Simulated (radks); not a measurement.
The barium ion Ba2+ inside a hard spherical wall (all orbitals vanish at R), configuration held at [Xe] and not refilled when levels cross. Calculated with a radial shooting solver on a logarithmic mesh with Libxc functionals: scalar-relativistic Kohn-Sham, PBEsol, spin-polarised, spherical densities, point nucleus. Eigenvalues in eV for spin up, with the zero of energy where the potential of the charges vanishes at infinity; a dash marks a level that is unbound or too diffuse for the functional's potential to be trusted. A positive occupied level is held by the wall or, in an anion where self-interaction has pushed it up, behind a barrier. The pressure on the wall is -dE/dV.

R (bohr)  E (hartree)  kinetic (hartree)    e(4p)    e(4d)    e(5s)    e(5p)  e(5d, empty)  e(6s, empty)  pressure (GPa)
free       -8131.8006           8584.194  -193.28  -102.09  -46.029  -30.926       -12.853       -12.203               0
20         -8131.8006           8584.194  -193.28  -102.09  -46.029  -30.926       -12.853       -12.203        < 0.0001
15         -8131.8006           8584.194  -193.28  -102.09  -46.029  -30.926       -12.853       -12.203        < 0.0001
8          -8131.8005           8584.195  -193.28  -102.09  -46.029  -30.926       -12.838       -12.090        0.000438
7          -8131.8005           8584.196  -193.27  -102.09  -46.026  -30.923       -12.788       -11.810         0.00800
6          -8131.7997           8584.207  -193.24  -102.06  -46.002  -30.898       -12.587       -10.907           0.141
4          -8131.6860           8585.158  -191.32  -100.18  -44.560  -29.256        -8.599         1.552            39.3
3.5        -8131.4326           8586.828  -188.65  -97.581  -42.474  -26.738        -4.105        13.694             163
2.5        -8128.0269           8603.054  -171.59  -81.171  -25.069   -5.210        27.747        91.201            3360
1.5        -8079.3978           8773.962  -88.768    3.506   146.56   189.20        253.42        570.40          166000
